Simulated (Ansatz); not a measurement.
`[F][Zr]([F])([F])[I]` + `FC(F)(F)CI` → `[F][Zr]([F])([I])[I]` + `FCC(F)(F)F` at 298.15 K and 1 bar (formal exchange of groups at a Zr–F bond).

Gas-phase electronic energies from Ansatz, PBE0-D4/def2-TZVP geometries. CBS: MP2 limit from def2 TZ/QZ plus the TZ coupled-cluster correction, frozen cores. Elements past krypton have def2 core potentials. For I, Zr outer-core shells are correlated without core-valence functions, which leaves a few kJ/mol of doubt a bond.

```csv
species,CCSD(T)/CBS energy (Eh),H − E (kJ/mol),S (J/(mol·K))
`[F][Zr]([F])([F])[I]`,-644.12135,38.9,365.0
`FC(F)(F)CI`,-674.13144,130.6,345.1
`[F][Zr]([F])([I])[I]`,-841.75413,37.0,399.8
`FCC(F)(F)F`,-476.47126,136.6,316.0
```

H − E and S are ideal-gas, rigid-rotor, harmonic terms from PBE0-D4/def2-TZVP. 1 Eh = 2625.50 kJ/mol, R = 8.31446 J/(mol·K).

Q: By hand: ΔE, ΔH, ΔS and ΔG.

A: ΔE = (-841.75413) + (-476.47126) − (-644.12135) − (-674.13144) = 0.02740 Eh = 71.9 kJ/mol. Δ(H − E) = 37.0 + 136.6 − 38.9 − 130.6 = 4.1, so ΔH = 76.0 kJ/mol. ΔS = 399.8 + 316.0 − 365.0 − 345.1 = 5.7 J/(mol·K). ΔG = 76.0 − 298.15 × (5.7)/1000 = 74.3 kJ/mol.

Q: By hand: the equilibrium constant, and the temperature at which ΔG would vanish if ΔH and ΔS stayed fixed.

A: log₁₀ K = −ΔG/(RT ln 10) = -13.0. ΔG = 0 at ΔH/ΔS = 13333 K, far beyond where these terms or the molecules hold.

The number of gas molecules stays the same, so ΔS is small and ΔH decides. A doubt of 5 kJ/mol in ΔE shifts log₁₀ K by 0.9 here. Modes under 60 cm⁻¹, often nearly free rotors, make the harmonic entropy too high. These are equilibria of isolated gas molecules and say nothing of rates. Largest T1 diagnostic: 0.016 (customary marks: 0.02 for closed shells, 0.045 for open ones).
